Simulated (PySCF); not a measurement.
PySCF input (M06-L/def2-TZVPD):

```python
from pyscf import gto, scf, dft

mol = gto.M(
    atom='''
    Sn    0.13048614   -0.08034171    0.14751107
    O     0.91486065    0.50158195   -1.49450894
    O    -1.73039902    0.00055375    0.57256472
    ''',
    basis='def2-tzvpd',
    ecp='def2-tzvp',
    charge=-1,
    spin=1,
    verbose=4,
)

mf = dft.UKS(mol, xc='m06l').density_fit(auxbasis='def2-universal-jkfit')
mf.grids.level = 4
mf.conv_tol = 1e-9
mf.max_cycle = 100
mf.max_memory = 1500
mf.kernel()
if not mf.converged:
    mf = mf.newton()
    mf.kernel(mf.make_rdm1())
for _ in range(2):
    mo, _, stable, _ = mf.stability(return_status=True)
    if stable:
        break
    mf.kernel(mf.make_rdm1(mo, mf.mo_occ))
mf.analyze()
```

End of the output:

```
Extra cycle  E= -364.95941007543  delta_E= 2.92e-11  |g|= 9.66e-06  |ddm|= 1.98e-05
converged SCF energy = -364.95941007543  <S^2> = 0.76033869  2S+1 = 2.0103121
uhf_internal: lowest eigs of H = [0.47405131 0.49599951 0.49963358]
<class 'pyscf.df.df_jk.DFUKS'> wavefunction is stable in the internal stability analysis
**** SCF Summaries ****
Total Energy =                        -364.959410075430014
Nuclear Repulsion Energy =             107.474658568816920
One-electron Energy =                 -807.404404836489903
Two-electron Energy =                  334.970336192242939
Two-electron Coulomb Energy =          370.535385582839581
DFT Exchange-Correlation Energy =      -35.565049390596641
HOMO-LUMO gap [eV] =                     1.220125899450198
**** MO energy ****
                             alpha | beta                alpha | beta
MO #1   energy= -18.7334309815605  | -18.7240688732209  occ= 1 | 1
MO #2   energy= -18.7334182965305  | -18.7240560053815  occ= 1 | 1
MO #3   energy= -4.8044597022794   | -4.80332101205859  occ= 1 | 1
MO #4   energy= -3.16451263900945  | -3.16366587801405  occ= 1 | 1
MO #5   energy= -3.15724152026434  | -3.15616627539548  occ= 1 | 1
MO #6   energy= -3.15095488088682  | -3.14951504572572  occ= 1 | 1
MO #7   energy= -0.781356969473887 | -0.776254779334572 occ= 1 | 1
MO #8   energy= -0.777108483357628 | -0.770818920602656 occ= 1 | 1
MO #9   energy= -0.765974185957849 | -0.764141147069957 occ= 1 | 1
MO #10  energy= -0.762531221350935 | -0.760267951126179 occ= 1 | 1
MO #11  energy= -0.760725207483693 | -0.759761414638738 occ= 1 | 1
MO #12  energy= -0.646102954763459 | -0.616432719707715 occ= 1 | 1
MO #13  energy= -0.636283525937614 | -0.604127867881741 occ= 1 | 1
MO #14  energy= -0.198113025984611 | -0.179951993383778 occ= 1 | 1
MO #15  energy= -0.101431602207629 | -0.0596205007081289 occ= 1 | 1
MO #16  energy= -0.0670810580892973 | -0.0563927772213341 occ= 1 | 1
MO #17  energy= -0.0658037798576518 | -0.0513243067816613 occ= 1 | 1
MO #18  energy= -0.0371894578345599 | -0.0253738473215395 occ= 1 | 1
MO #19  energy= -0.0350790984445783 | -0.0154370249572235 occ= 1 | 1
MO #20  energy= -0.00522940841917574 | 0.0396093917269624 occ= 1 | 0
MO #21  energy= 0.103534275181904  | 0.111743691479852  occ= 0 | 0
MO #22  energy= 0.148053340703406  | 0.153880217788696  occ= 0 | 0
MO #23  energy= 0.168296516323027  | 0.172981678054085  occ= 0 | 0
MO #24  energy= 0.169693634196137  | 0.174052250668137  occ= 0 | 0
MO #25  energy= 0.209159734689204  | 0.215184125608459  occ= 0 | 0
MO #26  energy= 0.215102347504639  | 0.21584910751279   occ= 0 | 0
MO #27  energy= 0.228892297999918  | 0.226950026283613  occ= 0 | 0
MO #28  energy= 0.24292632777866   | 0.242181675278218  occ= 0 | 0
MO #29  energy= 0.247010403791399  | 0.246761705602718  occ= 0 | 0
MO #30  energy= 0.253634633878222  | 0.259537201184526  occ= 0 | 0
MO #31  energy= 0.259776746481538  | 0.260126191087685  occ= 0 | 0
MO #32  energy= 0.270802396894423  | 0.275397735748688  occ= 0 | 0
MO #33  energy= 0.294236772207347  | 0.293679873397299  occ= 0 | 0
MO #34  energy= 0.296653106012805  | 0.298203722470711  occ= 0 | 0
MO #35  energy= 0.297083285865375  | 0.301050228467986  occ= 0 | 0
MO #36  energy= 0.322022770794486  | 0.319854817338163  occ= 0 | 0
MO #37  energy= 0.346203254727101  | 0.351223634795989  occ= 0 | 0
MO #38  energy= 0.369974001166131  | 0.372611749669165  occ= 0 | 0
MO #39  energy= 0.400737996017018  | 0.405760607513969  occ= 0 | 0
MO #40  energy= 0.435245136424256  | 0.440607091957941  occ= 0 | 0
MO #41  energy= 0.442937198222548  | 0.449054313508625  occ= 0 | 0
MO #42  energy= 0.44393325519035   | 0.451452169394442  occ= 0 | 0
MO #43  energy= 0.473750590096149  | 0.477300243401043  occ= 0 | 0
MO #44  energy= 0.514521245025406  | 0.519371077368708  occ= 0 | 0
MO #45  energy= 0.536066093820206  | 0.538289880270538  occ= 0 | 0
MO #46  energy= 0.540393941471364  | 0.549066606624236  occ= 0 | 0
MO #47  energy= 0.579624283593785  | 0.582387158219316  occ= 0 | 0
MO #48  energy= 0.595599855179013  | 0.598847499621545  occ= 0 | 0
MO #49  energy= 0.612901236955723  | 0.612060081901459  occ= 0 | 0
MO #50  energy= 0.623499940132709  | 0.627206961008604  occ= 0 | 0
MO #51  energy= 0.677706905111727  | 0.680744844779146  occ= 0 | 0
MO #52  energy= 0.678776334824845  | 0.686237090017156  occ= 0 | 0
MO #53  energy= 0.685715188786892  | 0.694713812222809  occ= 0 | 0
MO #54  energy= 0.692614688717398  | 0.697161408579303  occ= 0 | 0
MO #55  energy= 0.740454532655141  | 0.743045752775181  occ= 0 | 0
MO #56  energy= 0.7551430834286    | 0.762833548830585  occ= 0 | 0
MO #57  energy= 0.828353595381717  | 0.839948971445908  occ= 0 | 0
MO #58  energy= 0.844567430519695  | 0.849234267878657  occ= 0 | 0
MO #59  energy= 0.868974088737708  | 0.875536646188817  occ= 0 | 0
MO #60  energy= 0.900032765999221  | 0.901801097062986  occ= 0 | 0
MO #61  energy= 0.937319519217766  | 0.947127340503719  occ= 0 | 0
MO #62  energy= 0.962974625307313  | 0.974062419472973  occ= 0 | 0
MO #63  energy= 0.978196777840461  | 0.990675225760108  occ= 0 | 0
MO #64  energy= 0.982016265302384  | 0.992554886982701  occ= 0 | 0
MO #65  energy= 1.0240161286447    | 1.03311246506555   occ= 0 | 0
MO #66  energy= 1.03045030263651   | 1.0341715758762    occ= 0 | 0
MO #67  energy= 1.14633722638158   | 1.15440715075184   occ= 0 | 0
MO #68  energy= 1.19446124145644   | 1.20021540369995   occ= 0 | 0
MO #69  energy= 1.20067277268438   | 1.20408315849191   occ= 0 | 0
MO #70  energy= 1.21113025744821   | 1.21218473791115   occ= 0 | 0
MO #71  energy= 1.21543134351366   | 1.2224446201891    occ= 0 | 0
MO #72  energy= 1.23275493449753   | 1.23997219043177   occ= 0 | 0
MO #73  energy= 1.26942716280539   | 1.27828516913217   occ= 0 | 0
MO #74  energy= 1.36190616840945   | 1.36352101903004   occ= 0 | 0
MO #75  energy= 1.36423899403373   | 1.3753775349105    occ= 0 | 0
MO #76  energy= 1.36613120329145   | 1.37680356190096   occ= 0 | 0
MO #77  energy= 1.38208732093443   | 1.39614546327877   occ= 0 | 0
MO #78  energy= 1.48029611653426   | 1.48706019128294   occ= 0 | 0
MO #79  energy= 1.53459690840348   | 1.5429274470962    occ= 0 | 0
MO #80  energy= 1.96664587061293   | 1.97728367122792   occ= 0 | 0
MO #81  energy= 1.97647925002772   | 1.98582214415442   occ= 0 | 0
MO #82  energy= 1.98309833183078   | 1.99795000481185   occ= 0 | 0
MO #83  energy= 1.99146106099906   | 2.00468817409131   occ= 0 | 0
MO #84  energy= 2.04986202242956   | 2.07684544710535   occ= 0 | 0
MO #85  energy= 2.10149875402312   | 2.11751211070705   occ= 0 | 0
MO #86  energy= 2.13775613411538   | 2.14891679117403   occ= 0 | 0
MO #87  energy= 2.22020851625683   | 2.24527584937875   occ= 0 | 0
MO #88  energy= 2.36649735360855   | 2.38390582141205   occ= 0 | 0
MO #89  energy= 2.50066534289102   | 2.50365387543734   occ= 0 | 0
MO #90  energy= 2.50845333474087   | 2.51153011589554   occ= 0 | 0
MO #91  energy= 2.54595924632498   | 2.56342091114324   occ= 0 | 0
MO #92  energy= 2.60476760885779   | 2.60926331073606   occ= 0 | 0
MO #93  energy= 2.63432469461095   | 2.63719998657405   occ= 0 | 0
MO #94  energy= 2.65492037576344   | 2.65736585911639   occ= 0 | 0
MO #95  energy= 2.70448747460204   | 2.71434404070624   occ= 0 | 0
MO #96  energy= 2.77590884706983   | 2.78447316859527   occ= 0 | 0
MO #97  energy= 3.03253634912166   | 3.03931966024091   occ= 0 | 0
MO #98  energy= 3.05798584753239   | 3.06564126667903   occ= 0 | 0
MO #99  energy= 3.0587681545788    | 3.08116951734022   occ= 0 | 0
MO #100 energy= 3.14157477886036   | 3.16044686374994   occ= 0 | 0
MO #101 energy= 3.27717382208973   | 3.29614411543712   occ= 0 | 0
MO #102 energy= 3.39560450988581   | 3.41404132800957   occ= 0 | 0
MO #103 energy= 3.58891473732404   | 3.60390333363665   occ= 0 | 0
MO #104 energy= 3.66102045712878   | 3.67645951379926   occ= 0 | 0
[...]
```
